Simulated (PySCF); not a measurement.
## Radial density of C⁺ (carbon, charge +1)

HSE06, [He] 2s1 2p2, high-spin 4P determinant (an excited configuration). Computed with PySCF 2.14 in x2c-QZVPPall, with the spin-free X2C one-electron Hamiltonian (Gaussian nucleus).

| r (bohr) | 4πr²ρ (e/bohr) | 4πr²(ρα − ρβ) |
| --- | --- | --- |
| 0.00495 | 0.03768 | 0.0011 |
| 0.00832 | 0.1015 | 0.0028 |
| 0.0140 | 0.2662 | 0.0074 |
| 0.0236 | 0.6681 | 0.0185 |
| 0.0396 | 1.553 | 0.0428 |
| 0.0666 | 3.176 | 0.0863 |
| 0.112 | 5.250 | 0.1389 |
| 0.189 | 6.127 | 0.1626 |
| 0.317 | 4.165 | 0.2180 |
| 0.533 | 1.784 | 0.7426 |
| 0.897 | 1.882 | 1.8199 |
| 1.51 | 1.680 | 1.6799 |
| 2.54 | 0.4035 | 0.4035 |
| 4.27 | 0.01470 | 0.0147 |
| 7.18 | 4.058e-05 | 0.0000 |

Densities and radii are taken from the X2C orbitals without a picture-change correction, which distorts them close to the nucleus.
